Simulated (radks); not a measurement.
The numbers below are computed, except where a source is named.
Species: Cl II. Configuration: [Ne] 3s2 3p2 3d2 (not the ground configuration). Code: a radial shooting solver on a logarithmic mesh with Libxc functionals. Model: scalar-relativistic Kohn-Sham, PBE, spin-polarised, spherical densities, finite nucleus; open shells are filled with parallel spins first; Fermi nuclear charge, rms radius 3.3654 fm.

Unscreened Slater integrals over Kohn-Sham orbitals (hartree). They are taken over the spin-up orbitals.

| integral | value |
|---|---|
| F0(3d,3d) | 0.38048 |
| F2(3d,3d) | 0.17711 |
| F4(3d,3d) | 0.11046 |
| F0(3d,3p) | 0.44781 |
| F2(3d,3p) | 0.20551 |
| G1(3d,3p) | 0.25539 |
| G3(3d,3p) | 0.15168 |
| F0(3d,3s) | 0.46439 |
| G2(3d,3s) | 0.18457 |
| F0(3d,2p) | 0.53492 |
| F2(3d,2p) | 0.063410 |
| G1(3d,2p) | 0.035178 |
| G3(3d,2p) | 0.019713 |
| F0(3p,3p) | 0.55704 |
| F2(3p,3p) | 0.28208 |
| F0(3p,3s) | 0.58640 |
| G1(3p,3s) | 0.39020 |
| F0(3p,2p) | 0.75773 |
| F2(3p,2p) | 0.13243 |
| G0(3p,2p) | 0.053072 |
| G2(3p,2p) | 0.053256 |
| F0(3s,3s) | 0.62097 |
| F0(3s,2p) | 0.82457 |
| G1(3s,2p) | 0.062887 |
| F0(2p,2p) | 2.2603 |
| F2(2p,2p) | 1.0489 |

Derived for the open shells (J is the average intra-shell exchange parameter used in DFT+U). 3p: J = F2/5 = 0.05642 hartree; in LS coupling 1D lies 6 F2/25 = 0.06770 hartree above 3P. 3d: Racah B = F2/49 - 5 F4/441 = 0.002362 hartree, C = 35 F4/441 = 0.008767 hartree, C/B = 3.71, F4/F2 = 0.624, J = (F2 + F4)/14 = 0.02054 hartree.
